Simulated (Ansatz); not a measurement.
Computed with Ansatz on PBE0-D4/def2-TZVP structures; ΔE is electronic, products minus reactants. CCSD(T)/CBS is the MP2 limit (def2-TZVPP, def2-QZVPP) plus CCSD(T) − MP2 in def2-TZVPP, frozen cores. DFT in def2-TZVPP. HSE06 is defined as in plane-wave codes. Each species was taken in one conformer, which may not be the lowest.

`O[SiH]([SiH3])[SiH2]S` → `O[SiH](S)[SiH2][SiH3]`  (isomerisation)

`O[SiH]([SiH3])[SiH2]S`:

Z-matrix (Å, degrees):
```
Si
Si 1 2.338
Si 1 2.345 2 114.3
O 1 1.656 2 109.0 3 -118.5
H 1 1.496 2 109.4 3 119.5
H 2 1.487 1 110.3 3 56.7
H 2 1.489 1 108.2 3 -62.1
H 2 1.487 1 111.7 3 178.2
S 3 2.160 1 104.6 2 -158.2
H 3 1.486 1 112.8 2 -46.7
H 3 1.488 1 115.1 2 79.3
H 4 0.963 1 114.5 2 153.1
H 9 1.344 3 94.8 1 -63.3
```

`O[SiH](S)[SiH2][SiH3]`:

Z-matrix (Å, degrees):
```
Si
S 1 2.149
Si 1 2.333 2 107.4
O 1 1.647 2 113.0 3 -119.0
H 1 1.489 2 105.2 3 119.7
H 2 1.343 1 94.6 3 -141.5
Si 3 2.339 1 108.3 2 59.8
H 3 1.490 1 110.2 2 -179.3
H 3 1.490 1 109.2 2 -59.9
H 4 0.960 1 117.6 2 -48.6
H 7 1.488 3 109.7 1 52.0
H 7 1.488 3 110.8 1 171.9
H 7 1.486 3 109.9 1 -67.6
```

```json
{"level": "LDA (SPW92)", "ΔE (kJ/mol)": "-16.9", "difference from CCSD(T)/CBS": "2.3"}
{"level": "r2SCAN-D4", "ΔE (kJ/mol)": "-18.1", "difference from CCSD(T)/CBS": "1.1"}
{"level": "PBE0-D4", "ΔE (kJ/mol)": "-18.0", "difference from CCSD(T)/CBS": "1.2"}
{"level": "r2SCANh-D4", "ΔE (kJ/mol)": "-18.6", "difference from CCSD(T)/CBS": "0.6"}
{"level": "ωB97M-V", "ΔE (kJ/mol)": "-19.3", "difference from CCSD(T)/CBS": "-0.1"}
{"level": "PBE-QIDH", "ΔE (kJ/mol)": "-19.5", "difference from CCSD(T)/CBS": "-0.3"}
{"level": "BLYP", "ΔE (kJ/mol)": "-15.5", "difference from CCSD(T)/CBS": "3.7"}
{"level": "PBE0", "ΔE (kJ/mol)": "-17.7", "difference from CCSD(T)/CBS": "1.5"}
{"level": "r2SCANh", "ΔE (kJ/mol)": "-18.5", "difference from CCSD(T)/CBS": "0.7"}
{"level": "HSE06", "ΔE (kJ/mol)": "-17.6", "difference from CCSD(T)/CBS": "1.6"}
{"level": "CAM-B3LYP", "ΔE (kJ/mol)": "-17.9", "difference from CCSD(T)/CBS": "1.3"}
{"level": "CCSD/def2-SVP", "ΔE (kJ/mol)": "-20.4", "difference from CCSD(T)/CBS": "-1.2"}
{"level": "CCSD(T)/def2-TZVPP", "ΔE (kJ/mol)": "-19.8", "difference from CCSD(T)/CBS": "-0.6"}
{"level": "HF/def2-QZVPP", "ΔE (kJ/mol)": "-18.7", "difference from CCSD(T)/CBS": "0.5"}
{"level": "MP2/def2-QZVPP", "ΔE (kJ/mol)": "-20.2", "difference from CCSD(T)/CBS": "-1.0"}
{"level": "CCSD/CBS(def2)", "ΔE (kJ/mol)": "-19.2", "difference from CCSD(T)/CBS": "0.0"}
{"level": "CCSD(T)/CBS", "ΔE (kJ/mol)": "-19.2", "difference from CCSD(T)/CBS": "0"}
```

Largest T1 diagnostic among the species: 0.013.

Leaving LDA and LC-ωPBE aside and taking each functional with its dispersion term where it has one, the values, not all of them listed here, spread over 3.7 kJ/mol, from PBE-QIDH to BLYP-D4.

CCSD(T)/CBS has its own doubt, a few kJ/mol and more with outer-core shells, so smaller differences from it don't rank the levels.
